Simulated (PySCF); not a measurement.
Compound: C4H2F3NO.
Z-matrix (Å and degrees, GFN2-xTB geometry), rows numbered from 1:
```
F 
C   1  1.3115
N   2  1.3550  1  122.08
C   3  1.2929  2  104.46  1   180.00
O   4  1.3310  3  114.33  2     0.01
C   5  1.3576  4  105.48  3    -0.02
C   6  1.4915  2  134.33  1    -0.01
F   7  1.3530  6  111.25  2   -59.17
F   7  1.3530  6  111.26  2    59.07
H   4  1.0714  3  126.02  2   179.95
H   7  1.1013  6  111.10  2   179.95
```

The geometry is computed with GFN2-xTB (gas phase).

Take the most abundant isotopes and a rigid rotor. The values belong to one conformer with, in the numbering `[F:1][c:2]1[n:3][cH:4][o:5][c:6]1[CH:7]([F:8])[F:9]`, O5–C6–C7–F8 121°.

Question: What are A, B and C (GHz)?

Answer: Ia = 183.81, Ib = 378.21, Ic = 473.02 u·Å²; 505379 MHz·u·Å²/I gives 2750, 1336 and 1068 MHz, that is A = 2.7495, B = 1.3362, C = 1.0684 GHz.

Question: What kind of rotor is it?

Answer: An asymmetric top; Ray's κ = -0.681.

Question: Is it planar, by Δ = Ic − Ia − Ib?

Answer: Not planar: Δ = Ic − Ia − Ib = -89.00 u·Å². For a rigid frame Δ = −2 Σ m c², so Σ m c² = 44.50 u·Å² lies off the ab plane: 0.00 from hydrogen and 44.50 from heavier atoms. The atom farthest from that plane is 1.08 Å away.

Question: Give the coordinates in the principal-axis frame, origin at the centre of mass.

Answer: The sense of each axis is arbitrary; atoms in the order of the calculation.
```json
{"atom": "F1", "mass (u)": "18.998", "a (Å)": "0.542", "b (Å)": "1.979", "c (Å)": "0.001"}
{"atom": "C2", "mass (u)": "12.000", "a (Å)": "0.880", "b (Å)": "0.712", "c (Å)": "0.000"}
{"atom": "N3", "mass (u)": "14.003", "a (Å)": "2.175", "b (Å)": "0.313", "c (Å)": "0.000"}
{"atom": "C4", "mass (u)": "12.000", "a (Å)": "2.115", "b (Å)": "-0.979", "c (Å)": "0.000"}
{"atom": "O5", "mass (u)": "15.995", "a (Å)": "0.878", "b (Å)": "-1.470", "c (Å)": "-0.001"}
{"atom": "C6", "mass (u)": "12.000", "a (Å)": "0.058", "b (Å)": "-0.388", "c (Å)": "0.000"}
{"atom": "C7", "mass (u)": "12.000", "a (Å)": "-1.420", "b (Å)": "-0.584", "c (Å)": "-0.001"}
{"atom": "F8", "mass (u)": "18.998", "a (Å)": "-1.991", "b (Å)": "-0.008", "c (Å)": "1.082"}
{"atom": "F9", "mass (u)": "18.998", "a (Å)": "-1.992", "b (Å)": "-0.005", "c (Å)": "-1.082"}
{"atom": "H10", "mass (u)": "1.008", "a (Å)": "2.951", "b (Å)": "-1.649", "c (Å)": "-0.001"}
{"atom": "H11", "mass (u)": "1.008", "a (Å)": "-1.679", "b (Å)": "-1.654", "c (Å)": "-0.002"}
```

Question: Estimate the classical rotational partition function at 25 K, 200 K and 298.15 K.

Answer: Point group Cs, symmetry number σ = 1; q = (√π/σ)·√((kT/h)³/(ABC)), k/h = 20836.6 MHz/K: 10600 at 25 K, 241000 at 200 K, 438000 at 298.15 K.

Stationary, but not proved a minimum. No vibrational averaging or centrifugal distortion is included, and the geometry carries the error of its method.
